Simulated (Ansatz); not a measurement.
Mulliken charges of `F[CH2][SnH2][F]` from ωB97M-V/def2-TZVPP in Ansatz (PBE0-D4/def2-TZVP geometry).

```csv
atom,x (Å),y (Å),z (Å),charge (e)
F1,-0.756,1.771,0.819,-0.230
C2,-0.282,1.076,-0.282,-0.204
Sn3,0.245,-0.934,0.314,0.825
F4,0.854,-1.714,-1.343,-0.504
H5,-1.061,1.053,-1.047,0.140
H6,0.593,1.596,-0.678,0.140
H7,1.582,-1.019,1.366,-0.083
H8,-1.083,-1.885,0.796,-0.083
```

By hand: the dipole of these point charges (1 e Å = 4.8032 D).

Σ q r = (-0.104, 0.078, 0.384) e Å, of length 0.405 e Å = 1.95 D.

How does the dipole of the full density compare? (Best estimate.)

The calculation gave: (-0.084, 0.132, 0.207) e Å, 1.25 D; the point charges give 1.56 times that, at 21° from its direction.

Point charges leave out the atoms' own dipoles, such as those of lone pairs, and Mulliken's split depends on the basis, so the two needn't agree.
